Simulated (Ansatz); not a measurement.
The cluster MgF3⁻. Total charge -1; triplet. Geometry r2SCAN-D4/def2-TZVPD; atoms count from 1.

```xyz
4

Mg    0.507   -0.518    0.221
F    -0.897    0.592    1.068
F    -1.328   -0.502   -0.536
F     1.718    0.427   -0.753
```

The highest occupied level of the charge -1 triplet lies above zero (up to 0.42 eV). The electron is either unbound and held by the finite basis, or the level is raised by self-interaction error. In the triplet, F2 and F3 lie 1.99 Å apart (atoms count from 1), so these atoms are partly bonded to each other. At PBE0-D4/def2-TZVPD a singlet of charge -1 lies 5.37 eV below the triplet, each at its own geometry. The structure comes from a short search, and lower isomers may exist.

Estimate the Mulliken populations from the PBE0/def2-TZVPD orbitals of Ansatz.


```json
{"atom": "Mg1", "charge (e)": "0.28", "spin (α − β)": "1.24"}
{"atom": "F2", "charge (e)": "-0.30", "spin (α − β)": "0.43"}
{"atom": "F3", "charge (e)": "-0.30", "spin (α − β)": "0.43"}
{"atom": "F4", "charge (e)": "-0.68", "spin (α − β)": "-0.09"}
```
Mulliken values depend strongly on the basis. With diffuse functions, as here, like atoms can get unlike values, and bond orders can come out too low or too high.

Where does the spin sit?

Summed by element: Mg 1.24, F 0.76, of 2 unpaired in all. Largest on single atoms: Mg1 1.24, F3 0.43, F2 0.43.

And the Mayer bond orders between heavy atoms (over 0.3)?

F2–F3 0.40 (1.99 Å).
